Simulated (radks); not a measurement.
The mean radii <r> (bohr) of the occupied orbitals of an atom or ion are listed with their occupations. All-electron calculation, non-relativistic Kohn-Sham, LB94 model potential, spin-polarised, spherical densities, point nucleus. Program: a radial shooting solver on a logarithmic mesh with Libxc functionals.

orbital  occ.      <r>
1s          2  0.02561
2s          2   0.1044

Name the element and its charge. Open shells, if any, are filled with parallel spins first.

Answer. Z = 59, praseodymium, charge +55: Pr55+ in [He] 2s2. The 1s radius gives Z: for a bare nucleus <r> = 1.5/Z, 0.02542 bohr for Z = 59, and screening makes it slightly larger (0.02561 here). The occupations add up to 4, and the charge is Z minus that.
